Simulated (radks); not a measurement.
Spherical quantum dot in the effective-mass picture: electrons in a hard-walled sphere of radius 1.43, all in effective atomic units (hartree* = m*/eps^2 hartree, bohr* = eps/m* bohr), one dielectric constant everywhere. Method: non-relativistic Kohn-Sham, exchange-only LDA, spin-polarised, spherical densities; computed with a radial shooting solver with Libxc functionals. Levels are named by radial order and angular momentum (1s, 1p, 1d, 2s, ...), and open shells are averaged over m.

N = 18, configuration 1s2 1p6 1d10. This is the lowest configuration that the search found. Occupied and some empty levels:

level,occupation,eigenvalue (hartree*),<r> (bohr*)
1s,2,19.709,0.8309
1p,6,21.541,0.9173
1d,10,24.227,0.9739
2s,0,27.030,0.6747
1f,0,27.659,1.016
2p,0,31.733,0.7575

Energy (hartree*): total 259.723, kinetic 119.91, external 0, Hartree 156.91, exchange-correlation -17.096. Static polarisability (adiabatic kernel): 0.7844 bohr*^3.
